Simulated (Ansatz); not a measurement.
One change: `BB(O)Br` becomes `CCB(O)Br`.

Ansatz, PBE0-D4/def2-TZVP geometries, multiplicity 1. Each molecule was computed in one conformer, which needn't be the lowest.

Scalar relativity is left out up to krypton.

```
                                          property  `BB(O)Br`
               HOMO energy (B3LYP/def2-TZVPP) / eV      -8.07
    zero-point energy (PBE0-D4/def2-TZVP) / kJ/mol      104.4
             HOMO–LUMO gap (B3LYP/def2-TZVPP) / eV       5.90
             LUMO energy (ωB97M-V/def2-TZVPP) / eV      -0.02
size of the dipole moment (ωB97M-V/def2-TZVPP) / D       1.28
                 LUMO energy (PBE/def2-TZVPP) / eV      -2.96
```

(1) What does the change do to each property? (An estimate is asked.)

Results:

(1) The calculation gave: 
| property | `CCB(O)Br` | shift |
| --- | --- | --- |
| HOMO energy (B3LYP/def2-TZVPP) / eV | -7.79 | 0.28 |
| zero-point energy (PBE0-D4/def2-TZVP) / kJ/mol | 224.5 | 120.1 |
| HOMO–LUMO gap (B3LYP/def2-TZVPP) / eV | 7.46 | 1.56 |
| LUMO energy (ωB97M-V/def2-TZVPP) / eV | 1.72 | 1.74 |
| size of the dipole moment (ωB97M-V/def2-TZVPP) / D | 3.07 | 1.79 |
| LUMO energy (PBE/def2-TZVPP) / eV | -1.08 | 1.88 |

With PBE0 the HOMO rises by 0.24 eV and the LUMO rises by 1.86 eV, so the gap widens by about 1.62 eV. PBE moves the HOMO by 0.29 eV and ωB97M-V by 0.15 eV. The zero-point energy changes by 120.1 kJ/mol with +12 modes. Dipoles are sizes alone; their direction can turn.

B3LYP here is the variant with VWN-RPA as its local correlation; programs differ in this.

Spin–orbit coupling is left out; it splits and shifts lone-pair levels of the heavy atoms by tenths of an eV.
